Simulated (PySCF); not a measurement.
The multiplicity is imposed and other spin states were not computed.

Cartesian coordinates (Å):
```xyz
8

Cd     0.1020    -0.0237     0.0288
N     -0.6995    -1.8195    -0.4852
H     -0.8777    -2.4289     0.3256
H     -0.0922    -2.3683    -1.1101
C      0.7684     1.9248     0.4757
H      0.2651     2.6696    -0.1716
H      1.8627     1.9986     0.3212
H      0.5471     2.1693     1.5336
```
Charge 0, spin multiplicity 1.

### Question
Give the total energy, charge on the central atom (Mulliken), HOMO–LUMO gap, LUMO, HOMO and dipole moment at the level TPSSh-D3(BJ)/def2-TZVP // PBE-D3(BJ)/def2-SVP (PySCF 2.14.0).

### Answer

| Quantity | Value |
|---|---|
| total energy | -263.6025 Ha |
| charge on the central atom (Mulliken) | 0.67 e |
| HOMO–LUMO gap | 5.17 eV |
| LUMO | -0.57 eV |
| HOMO | -5.74 eV |
| dipole moment | 1.28 D |
